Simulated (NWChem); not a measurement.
# GeAsH₅; SMILES [AsH2][GeH3]

```xyz
7

Ge    -0.0123    -1.2372    -0.0007
As    -0.0392     1.1917    -0.0030
H     -0.6649    -1.7282    -1.3060
H     -0.8543    -1.7280     1.1913
H      1.4073    -1.8234     0.1070
H      1.0973     1.2672    -1.0183
H      0.9308     1.2674     1.1725
```
Atoms are numbered in this order, from 1.

Computed with NWChem. Pople sets run with spherical d functions. Structure relaxed at the PBE0/def2-SVP level. Vzz is the largest principal value of the second derivative of the potential at the nucleus (NWChem prints the opposite sign); η is the asymmetry. Non-relativistic.

For level CAM-B3LYP/6-31G*:

| Item | Value |
|---|---|
| Vzz Ge1 (a.u.) | 0.438 |
| Vzz As2 (a.u.) | -1.747 |

Q: What are these values for level PBE/cc-pVTZ?

A: 
- Vzz Ge1 (a.u.): 0.579
- Vzz As2 (a.u.): -1.654
